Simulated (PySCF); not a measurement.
## IrF: from constants to spectrum

r²SCAN constants of IrF, triplet, unpaired electrons π ↑, δ ↑, a mixture of terms (⟨Lz²⟩ = 7.7) (Ir x2c-TZVPPall, F x2c-TZVPPall; spin-free X2C with a Gaussian nucleus (PySCF 2.14); masses 192.9629 and 18.9984 u):

| Property | Result |
| --- | --- |
| ωe | 665.8 cm⁻¹ |
| ωexe | 3.45 cm⁻¹ |
| Be | 0.28886 cm⁻¹ |
| αe | 0.00189 cm⁻¹ |
| D (centrifugal) | 2.17e-07 cm⁻¹ |

Give the vibrational terms G(v) and spacings up to v = 6.

G(v) = ωe(v+½) − ωexe(v+½)².

```tsv
v	G(v) (cm⁻¹)	G(v) − G(v−1)	Bv (cm⁻¹)
0	332		0.2879
1	991	659	0.2860
2	1643	652	0.2841
3	2288	645	0.2822
4	2926	638	0.2804
5	3558	631	0.2785
6	4182	624	0.2766
```

De is left out where the level can put another filling of the metal’s s and d shells below the measured ground configuration, by anything from nothing to about 1 eV. Spin–orbit coupling is left out, which matters for elements this heavy, above all for dissociation energies. The state is the lowest single determinant that the PBE0 search found; with open d or f shells the true ground state can be another one.
